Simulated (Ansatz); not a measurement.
Reactions of `ClCC1=C[SiH2]1`.

Program: Ansatz. Geometries: PBE0-D4/def2-TZVP. ΔE: electronic, gas phase. CCSD(T)/CBS adds triple-zeta CCSD(T) − MP2 to the extrapolated MP2 energy (def2 sets, frozen cores). This one scheme is used for every species, atoms too. Open shells (•) are unrestricted, without spin–orbit coupling. Spin–orbit coupling would lower the free atoms: a little for C, Cl, Si. One conformer a species, not always the lowest.

Q: Order these by ΔE at CCSD(T)/CBS, lowest first. (Estimate.)
A. `ClCC1=C[SiH2]1` → 3 C• + Cl• + 5 H• + Si•
B. `ClCC1=C[SiH2]1` + CH₄ → `CCC1=C[SiH2]1` + HCl
C. `ClCC1=C[SiH2]1` → `ClC1=C[SiH2]1` + `[CH2]` (triplet)
D. `ClCC1=C[SiH2]1` → `[SiH3]C1=CC1Cl`
E. `ClCC1=C[SiH2]1` → `[SiH3]C1=C(Cl)C1`

A: B (-21.8 kJ/mol), D (+40.9 kJ/mol), E (+60.1 kJ/mol), C (+437.8 kJ/mol), A (+3723.6 kJ/mol).

Largest T1 diagnostic: 0.013, for `ClC1=C[SiH2]1`.
